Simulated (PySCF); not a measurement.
## Orbital picture of TeAs

B3LYP at R = 2.360 Å; Te cc-pVDZ-PP with ECP28, As cc-pVDZ-PP with ECP10; scalar-relativistic core potentials (PySCF 2.14). State: ²Π (doublet), unpaired electrons π ↑. Only the outer orbitals are listed, counted within each symmetry, core potentials removing the inner ones.

```csv
spin,orbital,occ.,ε (eV),on Te (%),main shells (%)
α,7σ,1,-18.48,52,"48 Te s, 44 As s"
α,8σ,1,-14.71,50,"48 As s, 45 Te s"
α,9σ,1,-8.22,51,"47 Te p, 44 As p"
α,5π,1,-7.63,54,"54 Te p, 45 As p"
α,5π,1,-7.46,59,"59 Te p, 40 As p"
α,6π,1,-5.12,46,"53 As p, 46 Te p"
α,6π,0,-3.82,41,"58 As p, 40 Te p"
α,10σ,0,-0.46,51,"50 As p, 48 Te p"
α,11σ,0,5.98,58,"28 Te s, 19 Te d, 17 As p"
β,7σ,1,-18.16,58,"54 Te s, 38 As s"
β,8σ,1,-14.17,45,"53 As s, 40 Te s"
β,9σ,1,-8.01,51,"47 Te p, 43 As p"
β,5π,1,-7.36,66,"65 Te p, 33 As p"
β,5π,1,-6.82,69,"68 Te p, 30 As p"
β,6π,0,-3.58,35,"65 As p, 34 Te p"
β,6π,0,-2.93,32,"68 As p, 30 Te p"
β,10σ,0,-0.28,50,"50 As p, 47 Te p"
```

Problem. Which are the highest filled and the lowest empty level, where do they sit, and how wide is the gap?

Solution. Highest filled α 6π at -5.12 eV (in %: 53 As p, 46 Te p); lowest empty α 6π at -3.82 eV (in %: 58 As p, 40 Te p); the gap at B3LYP is 1.30 eV. Both belong to one degenerate shell, split only by its one-sided filling, so this is no excitation gap.

* bond order (Mayer): 2.35
* ⟨S²⟩: 0.757
* charge on Te (Mulliken, basis-dependent): -0.01
* charge on Te (Löwdin, basis-dependent): 0.03
* dipole moment (positive dipole means Te(−)As(+)): 0.20 D
* polarisability along the bond: 95.3 bohr³
* polarisability across the bond: 30.5 bohr³

Spin–orbit coupling is left out. The state is the lowest determinant that a PBE0 search found; another state may lie lower at other levels.
